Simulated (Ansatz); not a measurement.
Reactions of `C[Se][Se][SiH3]`.

Computed with Ansatz on PBE0-D4/def2-TZVP structures; ΔE is electronic, products minus reactants. CCSD(T)/CBS is the MP2 limit (def2-TZVPP, def2-QZVPP) plus CCSD(T) − MP2 in def2-TZVPP, frozen cores. This one scheme is used for every species. For Ge, Se outer-core shells are correlated without core-valence functions, which leaves a few kJ/mol of doubt a bond. Scalar relativity is left out up to krypton. Each species was taken in one conformer, which may not be the lowest.

Task: Order these by ΔE at CCSD(T)/CBS, lowest first. (An estimate is asked.)
A. `C[Se][Se][SiH3]` + `BC=C` → `B/C=C/[Se][SiH3]` + `C[SeH]`
B. `C[Se][Se][SiH3]` + `CC#N` → `C[Se]CC#N` + `[SiH3][SeH]`
C. `C[Se][Se][SiH3]` + `CC` → `CC[Se]C` + `[SiH3][SeH]`
D. `C[Se][Se][SiH3]` + `[F][GeH3]` → `C[Se][GeH2][F]` + `[SiH3][SeH]`

Result: D (-0.50 eV), A (+0.48 eV), C (+0.59 eV), B (+0.69 eV).

Largest T1 diagnostic: 0.012, for `CC#N`.
